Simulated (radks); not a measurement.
Lu IV, 68 electrons, occupied as [Xe] 4f14. All-electron calculation, non-relativistic Kohn-Sham, exchange-only LDA, spin-polarised, spherical densities, point nucleus; relativity is left out, which matters for an element this heavy. Program: a radial shooting solver on a logarithmic mesh with Libxc functionals.

Unscreened Slater integrals over Kohn-Sham orbitals (cm^-1). They are taken over the spin-up orbitals.

integral    value
F0(4f,4f)  296680
F2(4f,4f)  140210
F4(4f,4f)   87811
F6(4f,4f)   63129
F0(4f,5p)  170130
F2(4f,5p)   53318
G2(4f,5p)   24915
G4(4f,5p)   19642
F0(4f,5s)  185940
G3(4f,5s)   27490
F0(4f,4d)  323750
F2(4f,4d)  155090
F4(4f,4d)   98911
G1(4f,4d)  180610
G3(4f,4d)  114070
G5(4f,4d)   80816
F0(5p,5p)  139100
F2(5p,5p)   74994
F0(5p,5s)  146430
G1(5p,5s)  100560
F0(5p,4d)  175550
F2(5p,4d)   45578
G1(5p,4d)   11944
G3(5p,4d)   11733
F0(5s,5s)  155290
F0(5s,4d)  192940
G2(5s,4d)   16083
F0(4d,4d)  359130
F2(4d,4d)  182450
F4(4d,4d)  122050
